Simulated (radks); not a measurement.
The numbers below are computed, except where a source is named.
Problem. The table gives one normalised radial function P(r) = r R(r) of Co+ in [Ar] 3d8 (r in bohr). Code: a radial shooting solver on a logarithmic mesh with Libxc functionals. Model: scalar-relativistic Kohn-Sham, PBEsol, spin-polarised, spherical densities, finite nucleus; open shells are filled with parallel spins first; Fermi nuclear charge, rms radius 3.7875 fm; hard spherical wall at 2.5 bohr.

r,P
0.002354,0.0000
0.002633,0.0000
0.002945,0.0000
0.003294,0.0000
0.003714,0.0000
0.004154,0.0000
0.004646,0.0000
0.005239,0.0000
0.005859,0.0000
0.006554,0.0001
0.007331,0.0001
0.008265,0.0001
0.009245,0.0001
0.01034,0.0002
0.01166,0.0003
0.01304,0.0004
0.01459,0.0005
0.01631,0.0007
0.01839,0.0010
0.02057,0.0014
0.02301,0.0019
0.02595,0.0026
0.02902,0.0036
0.03246,0.0048
0.03631,0.0065
0.04094,0.0090
0.04579,0.0121
0.05122,0.0161
0.05775,0.0219
0.06459,0.0290
0.07224,0.0381
0.08081,0.0499
0.09111,0.0660
0.1019,0.0850
0.114,0.1086
0.1285,0.1399
0.1437,0.1754
0.1608,0.2177
0.1798,0.2672
0.2028,0.3285
0.2268,0.3930
0.2537,0.4638
0.286,0.5450
0.3199,0.6235
0.3578,0.7018
0.4002,0.7767
0.4513,0.8490
0.5047,0.9050
0.5646,0.9463
0.6365,0.9714
0.712,0.9757
0.7964,0.9617
0.8907,0.9305
1.004,0.8803
1.123,0.8196
1.256,0.7469
1.417,0.6560
1.585,0.5582
1.772,0.4462
1.982,0.3188
2.235,0.1640
2.5,0.0000

Which n and l does it have? It may be an empty orbital.

Solution. n = 3, l = 2: the number of nodes gives n - l - 1 = 0, the rise at small r (about r^(l+1)) gives l, and the extent must fit the shell. The curve is that of 3d up; the table hardly tells the two spins apart. 3d up: eigenvalue 0.347 eV, 0 radial nodes, <r> = 0.954 bohr, 90 % of the charge inside 1.57 bohr.
